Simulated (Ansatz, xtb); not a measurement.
**Two isomers of C3H5BrN2Si**

Structure X is `[SiH3]n1ccnc1Br`, a singlet and structure Y is `[SiH3]c1nc(Br)c[nH]1`, a singlet. Both are isolated molecules in the gas phase, relaxed with r2SCAN-D4/def2-SVP.

Estimate which is lower in electronic energy at CCSD(T)/def2-SVP + ΔMP2/def2-TZVPP, and by roughly how much.

The CCSD(T)/def2-SVP + ΔMP2/def2-TZVPP calculation puts structure X lower, by 11.0 kcal/mol.

The same difference at several levels:

```json
{"level": "GFN2-xTB", "geometry": "GFN2-xTB", "E(Y) − E(X) (kcal/mol)": "+23.4", "departure from the last row (kcal/mol)": "+12.4", "job, with rough time for the two": "optimisation, 1.9 s"}
{"level": "HF/STO-3G", "geometry": "GFN2-xTB", "E(Y) − E(X) (kcal/mol)": "+12.8", "departure from the last row (kcal/mol)": "+1.8", "job, with rough time for the two": "single point, 7.3 s"}
{"level": "r2SCAN-D4/def2-SVP//GFN2-xTB", "geometry": "GFN2-xTB", "E(Y) − E(X) (kcal/mol)": "+7.0", "departure from the last row (kcal/mol)": "−4.0", "job, with rough time for the two": "single point, 36 s"}
{"level": "r2SCAN-D4/def2-SVP", "geometry": "r2SCAN-D4/def2-SVP", "E(Y) − E(X) (kcal/mol)": "+8.2", "departure from the last row (kcal/mol)": "−2.8", "job, with rough time for the two": "optimisation, 3.9 min"}
{"level": "HF/def2-SVP", "geometry": "r2SCAN-D4/def2-SVP", "E(Y) − E(X) (kcal/mol)": "+10.6", "departure from the last row (kcal/mol)": "−0.4", "job, with rough time for the two": "part of the CCSD(T) run"}
{"level": "MP2/def2-SVP", "geometry": "r2SCAN-D4/def2-SVP", "E(Y) − E(X) (kcal/mol)": "+9.6", "departure from the last row (kcal/mol)": "−1.5", "job, with rough time for the two": "part of the CCSD(T) run"}
{"level": "CCSD(T)/def2-SVP", "geometry": "r2SCAN-D4/def2-SVP", "E(Y) − E(X) (kcal/mol)": "+9.8", "departure from the last row (kcal/mol)": "−1.3", "job, with rough time for the two": "single point"}
{"level": "CCSD(T)/def2-SVP + ΔMP2/def2-TZVPP", "geometry": "r2SCAN-D4/def2-SVP", "E(Y) − E(X) (kcal/mol)": "+11.0", "departure from the last row (kcal/mol)": "", "job, with rough time for the two": "single point, 10 min"}
```

As drawn, Y has 1 C–Si, 1 N–H in place of 1 N–Si, 1 C–H.

The levels shown agree on the order. The largest departure from CCSD(T)/def2-SVP + ΔMP2/def2-TZVPP is that of GFN2-xTB, 12.4 kcal/mol. The last row adds to CCSD(T) the change of the MP2 difference between the two basis sets, here +1.3 kcal/mol.

With thermal terms from frequencies at re-optimised GFN2-xTB minima (ideal gas, soft modes damped towards free rotors, one conformer each, 298.15 K, 1 atm): on the last row, ΔE + ΔZPE = +10.6, ΔH = +10.8, ΔG = +10.0 kcal/mol.

The correlated steps freeze 19 core orbitals; the filled d shell of Br is correlated, in a basis made for valence electrons. Run with Ansatz 0.2.0, xtb 6.7.1; the last row on 2 threads of AMD EPYC (Zen 3) on a shared host.
